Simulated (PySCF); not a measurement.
**Vibration and rotation of NaBi⁻**

CAM-B3LYP constants of NaBi⁻, ⁴Σ⁻ (quartet), unpaired electrons σ ↑, π ↑↑ (PySCF, scalar-relativistic core potentials, basis sets Na def2-SVPD, Bi def2-SVPD with ECP60; masses 22.9898 and 208.9804 u):

* ωe: 139.9 cm⁻¹
* ωexe: 0.728 cm⁻¹
* Be: 0.080494 cm⁻¹
* αe: 0.000604 cm⁻¹

(1) What force constant and bond length do these constants imply?

(2) Estimate the centrifugal constant D from the Kratzer relation and find the Dunham coefficient a1.

Spin–orbit coupling is left out, which matters for elements this heavy, above all for dissociation energies. The state was picked by a PBE0 search and need not be the measured ground state.

## Answers

(1) Reduced mass μred = 20.711 u; k = 5.8918×10⁻⁷·μred·ωe² (u, cm⁻¹, mdyn/Å) = 0.239 mdyn/Å; Re = √(16.8576/(μred·Be)) (u, cm⁻¹, Å) = 3.180 Å.

(2) D = 4Be³/ωe² = 1.07e-07 cm⁻¹; a1 = −1 − αeωe/(6Be²) = -3.17.
